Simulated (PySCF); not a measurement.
Geometries of 2 isomers of C2H5BrOSi, from PySCF 2.14.0, PBE0-D3(BJ)/def2-SVP geometry optimisation, gas phase. One conformer each, no zero-point energy, no frequencies.

Task: Which isomer lies lower at this level?
A.
```xyz
10
angstrom
C     -1.088    0.643    0.494
C     -0.486    0.460   -0.681
O      0.810    0.123   -0.884
Si     1.930   -0.436    0.215
Br     2.563    1.158    1.627
H     -0.563    0.558    1.449
H     -2.145    0.909    0.515
H     -1.019    0.580   -1.630
H      1.347   -1.543    1.018
H      3.105   -0.835   -0.591
```
B.
```xyz
10
angstrom
Si     1.607   -0.440   -0.207
O      0.013   -0.987   -0.111
C     -1.184   -0.467    0.149
C     -1.577    0.812    0.168
Br    -0.456    2.273   -0.199
H      2.391   -1.705   -0.245
H      1.854    0.332   -1.454
H      1.974    0.346    1.003
H     -1.941   -1.230    0.365
H     -2.608    1.076    0.397
```

Result: A. That is `C=CO[SiH2]Br`, 36.3 kcal/mol below the other.

```json
{"SMILES": "C=CO[SiH2]Br", "atoms numbered as above": "[CH2:1]=[CH:2][O:3][SiH2:4][Br:5]", "E (Eh)": "-3017.03660", "relative (kcal/mol)": "0.0", "relative (kJ/mol)": "0.0", "dipole (D)": "1.19"}
{"SMILES": "[SiH3]O/C=C\\Br", "atoms numbered as above": "[SiH3:1][O:2]/[CH:3]=[CH:4]\\[Br:5]", "E (Eh)": "-3016.97871", "relative (kcal/mol)": "36.3", "relative (kJ/mol)": "152.0", "dipole (D)": "0.65"}
```
